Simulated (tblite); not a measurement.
Species: C₅H₉ClSi₂.
SMILES with atom numbers: `[CH3:1][C:2]1=[CH:3][SiH2:4][CH:5]=[CH:6][Si@@H:7]1[Cl:8]` (hydrogens: H9, H10, H11 on C1; H12 on C3; H13, H14 on Si4; H15 on C5; H16 on C6; H17 on Si7)

Computed with GFN2-xTB (tblite), gas phase: L-BFGS steps from a force-field or distance-geometry start until the largest atomic force falls under 0.01 eV/Å.

Step 6: E = -633.2973 eV
```
atom  x, y, z in Å  |  force x, y, z in eV/Å
C1      2.4830   -0.5106    0.1290   -0.056   0.026   0.054
C2      1.0001   -0.3131    0.0248    0.088   0.072  -0.078
C3      0.2178   -1.1943   -0.5969   -0.040  -0.102  -0.023
Si4    -1.6391   -1.0946   -0.8281    0.011  -0.085   0.017
C5     -2.2906    0.4212    0.0662   -0.066   0.043   0.074
C6     -1.5370    1.3165    0.7013   -0.166   0.080  -0.105
Si7     0.3364    1.2999    0.7346   -0.047   0.124   0.001
Cl8     0.9410    2.7983   -0.5100    0.056   0.021   0.045
H9      3.0049    0.3121   -0.3589   -0.004  -0.041  -0.076
H10     2.7730   -0.4852    1.1773    0.083  -0.105   0.052
H11     2.7918   -1.4555   -0.3181    0.030   0.077   0.047
H12     0.6905   -2.0748   -1.0163    0.059  -0.114  -0.046
H13    -2.2728   -2.2973   -0.2594    0.009   0.015   0.013
H14    -1.9740   -1.0235   -2.2579    0.002   0.035  -0.018
H15    -3.3678    0.5562    0.0607   -0.001   0.017   0.010
H16    -2.0216    2.1722    1.1649    0.025  -0.046   0.056
H17     0.8573    1.5846    2.0770    0.017  -0.018  -0.023
```

Step 7: E = -633.3007 eV
```
atom  x, y, z in Å  |  force x, y, z in eV/Å
C1      2.4829   -0.5112    0.1306   -0.025   0.034   0.034
C2      0.9993   -0.3110    0.0229    0.039  -0.057  -0.108
C3      0.2188   -1.1992   -0.5972    0.055   0.022   0.028
Si4    -1.6380   -1.0928   -0.8275   -0.010  -0.125   0.046
C5     -2.2933    0.4222    0.0688   -0.104  -0.047  -0.019
C6     -1.5410    1.3183    0.6993   -0.072   0.123  -0.047
Si7     0.3315    1.3034    0.7316    0.008   0.044  -0.022
Cl8     0.9448    2.8003   -0.5067    0.054   0.042   0.023
H9      3.0037    0.3120   -0.3614   -0.012  -0.074  -0.030
H10     2.7763   -0.4881    1.1803    0.048  -0.087  -0.025
H11     2.7944   -1.4569   -0.3185   -0.008   0.132   0.078
H12     0.6972   -2.0779   -1.0174    0.018  -0.080  -0.017
H13    -2.2728   -2.2975   -0.2594    0.019   0.041   0.005
H14    -1.9738   -1.0229   -2.2559   -0.003   0.042  -0.039
H15    -3.3697    0.5598    0.0622   -0.023  -0.006   0.012
H16    -2.0240    2.1706    1.1668   -0.003   0.005   0.069
H17     0.8567    1.5830    2.0714    0.018  -0.009   0.012
```

Step 8: E = -633.3035 eV
```
atom  x, y, z in Å  |  force x, y, z in eV/Å
C1      2.4826   -0.5109    0.1325   -0.010   0.034   0.007
C2      0.9986   -0.3102    0.0193    0.074  -0.010  -0.018
C3      0.2209   -1.2024   -0.5968    0.021  -0.025  -0.031
Si4    -1.6375   -1.0934   -0.8265    0.003  -0.100   0.040
C5     -2.2969    0.4217    0.0703   -0.037  -0.030  -0.033
C6     -1.5448    1.3217    0.6965   -0.032   0.047  -0.052
Si7     0.3277    1.3070    0.7293    0.045  -0.044  -0.047
Cl8     0.9484    2.8025   -0.5039    0.054   0.059   0.007
H9      3.0027    0.3105   -0.3639   -0.006  -0.067   0.004
H10     2.7797   -0.4920    1.1824    0.013  -0.055  -0.064
H11     2.7963   -1.4556   -0.3174   -0.024   0.119   0.074
H12     0.7021   -2.0818   -1.0187   -0.024  -0.021   0.023
H13    -2.2727   -2.2971   -0.2590    0.013   0.030   0.010
H14    -1.9737   -1.0216   -2.2553   -0.001   0.041  -0.030
H15    -3.3717    0.5621    0.0635   -0.063  -0.026   0.014
H16    -2.0256    2.1698    1.1697   -0.039   0.055   0.073
H17     0.8568    1.5817    2.0680    0.014  -0.006   0.024
```

Step 9: E = -633.3055 eV
```
atom  x, y, z in Å  |  force x, y, z in eV/Å
C1      2.4822   -0.5099    0.1341    0.011   0.027  -0.010
C2      0.9995   -0.3095    0.0163    0.010  -0.025   0.009
C3      0.2227   -1.2054   -0.5972    0.032   0.005  -0.026
Si4    -1.6370   -1.0956   -0.8251    0.010  -0.028   0.010
C5     -2.2999    0.4212    0.0711   -0.011  -0.025  -0.049
C6     -1.5485    1.3249    0.6932    0.021   0.019  -0.025
Si7     0.3257    1.3088    0.7267    0.038  -0.077  -0.049
Cl8     0.9523    2.8053   -0.5017    0.051   0.062   0.001
H9      3.0020    0.3082   -0.3658    0.014  -0.026   0.018
H10     2.7826   -0.4960    1.1829   -0.008  -0.019  -0.057
H11     2.7973   -1.4524   -0.3151   -0.021   0.054   0.041
H12     0.7052   -2.0852   -1.0192   -0.040   0.003   0.042
H13    -2.2724   -2.2965   -0.2584   -0.002  -0.003   0.024
H14    -1.9736   -1.0198   -2.2553    0.005   0.035  -0.004
H15    -3.3744    0.5632    0.0646   -0.067  -0.046   0.014
H16    -2.0275    2.1702    1.1733   -0.046   0.053   0.048
H17     0.8571    1.5807    2.0659    0.004  -0.009   0.015
```

Task: Estimate the geometry and energy of step 10. (The exact step hangs on the optimiser's Hessian estimate; all steps are aligned on step 9, rigid shifts and turns removed.)

Result: E = -633.3065 eV, largest force 0.075 eV/Å
```
atom  x, y, z in Å  |  force x, y, z in eV/Å
C1      2.4820   -0.5090    0.1348    0.012   0.015  -0.017
C2      1.0002   -0.3100    0.0148   -0.011  -0.007   0.026
C3      0.2243   -1.2069   -0.5979    0.005   0.002  -0.028
Si4    -1.6363   -1.0973   -0.8241    0.011   0.022  -0.013
C5     -2.3020    0.4208    0.0708    0.008   0.010  -0.031
C6     -1.5506    1.3270    0.6910    0.019  -0.003  -0.019
Si7     0.3253    1.3084    0.7240    0.017  -0.051  -0.033
Cl8     0.9556    2.8081   -0.5003    0.044   0.047   0.008
H9      3.0018    0.3066   -0.3665    0.032   0.014   0.013
H10     2.7840   -0.4985    1.1821   -0.012   0.005  -0.023
H11     2.7975   -1.4499   -0.3133   -0.009  -0.007   0.007
H12     0.7067   -2.0871   -1.0187   -0.039   0.000   0.041
H13    -2.2723   -2.2961   -0.2577   -0.011  -0.024   0.032
H14    -1.9735   -1.0182   -2.2552    0.010   0.029   0.013
H15    -3.3772    0.5633    0.0657   -0.045  -0.059   0.012
H16    -2.0297    2.1712    1.1761   -0.027   0.022   0.015
H17     0.8572    1.5798    2.0644   -0.005  -0.014  -0.003
```

The energy changes by -0.0010 eV. The first-order estimate −F·Δx gives -0.0015 eV and the mean of the old and new forces, exact on a quadratic surface, -0.0011 eV. The step makes an angle of 52° with the force vector and moves no atom by more than 0.005 Å.

What follows is the cost of the whole relaxation. Time: 1.1 s wall. Hardware: one thread of an Arm Neoverse V1, no GPU, shared host.
